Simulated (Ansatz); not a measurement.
`OBB(O)F` + H₂O → `OB(O)F` + `BO`  (formal hydrolysis of a B–B bond)

Isolated molecules relaxed with PBE0-D4/def2-TZVP in Ansatz; ΔE leaves out vibrations. CBS: MP2 limit from def2 TZ/QZ plus the TZ coupled-cluster correction, frozen cores. This one scheme is used for every species. DFT in def2-TZVPP. HSE06 is defined as in plane-wave codes. Each species was taken in one conformer, which may not be the lowest.

(1) Is it downhill or uphill in electronic energy at CCSD(T)/CBS, and by how much? (Best estimate.)

(2) What do these levels give: r2SCAN-D4, r2SCANh-D4, r2SCAN0-D4, HSE06-D4, ωB97X-V, ωB97M-V, revPBE, r2SCANh, HSE06, MP2/def2-SVP, CCSD/def2-SVP, MP2/def2-TZVPP? (An estimate is asked.)

(3) What do rigid-rotor, harmonic-oscillator terms from PBE0-D4/def2-TZVP frequencies (298.15 K, 1 bar) make of the CCSD(T)/CBS value? (Estimate.)

Largest T1 diagnostic among the species: 0.014.

Results:

(1) Computed: Downhill: ΔE = -147.5 kJ/mol.

(2) The calculation gave: r2SCAN-D4 -155.5, r2SCANh-D4 -157.1, r2SCAN0-D4 -159.2, HSE06-D4 -148.2, ωB97X-V -150.2, ωB97M-V -154.8, revPBE -141.1, r2SCANh -157.7, HSE06 -149.7, MP2/def2-SVP -178.6, CCSD/def2-SVP -174.3, MP2/def2-TZVPP -155.8 kJ/mol.

(3) The calculation gave: ΔZPE = +2.1 kJ/mol, ΔH = -149.1 kJ/mol, ΔS = 1 J/(mol·K), ΔG = -149.4 kJ/mol.

From PBE to PBE0 (25 % exact exchange), in def2-TZVPP and without D4, ΔE moves by −7.2 kJ/mol. At CCSD(T), def2-SVP lies −25.1 kJ/mol from the extrapolated value and def2-TZVPP −4.3 kJ/mol. Leaving LDA and LC-ωPBE aside and taking each functional with its dispersion term where it has one, the values, not all of them listed here, spread over 23.4 kJ/mol, from BHLYP-D4 to revPBE-D4. LDA lies −5.8 kJ/mol from PBE without D4.
